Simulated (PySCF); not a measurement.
## Polarisability and C₆ of V(2+) (vanadium, charge +2)

[Ar] 3d3, high-spin 4F determinant. Calculation: PySCF 2.14, in dyall-av2z (16s12p7d2f, 101 functions); no relativity, point nucleus. Coupled (time-dependent) response in atomic units; α is the mean over directions. A double-zeta set is small for polarisabilities.

```tsv
method	mean α (bohr³)	C₆ (like pair)	S(−4)
LC-wPBE	4.467	13.42	14.01
```

S(−4) is the Cauchy moment in α(ω) = α(0) + S(−4) ω² + …

α(iu) at LC-wPBE:

```csv
u (hartree),α(iu) (bohr³)
0,4.467
0.0500,4.433
0.100,4.335
0.200,4.019
0.300,3.653
0.500,3.016
0.750,2.439
1.00,2.016
1.50,1.434
2.00,1.066
3.00,0.6495
5.00,0.3124
```

A single London oscillator, α(iu) = α/(1 + u²/ω²), gives C₆ = (3/4) ω α². Matching the computed C₆ needs ω = 4 × 13.42 / (3 × 4.467²) = 0.897 hartree.

For an ion, C₆ is the dispersion term alone; charge-induced terms of lower order in 1/R come first.
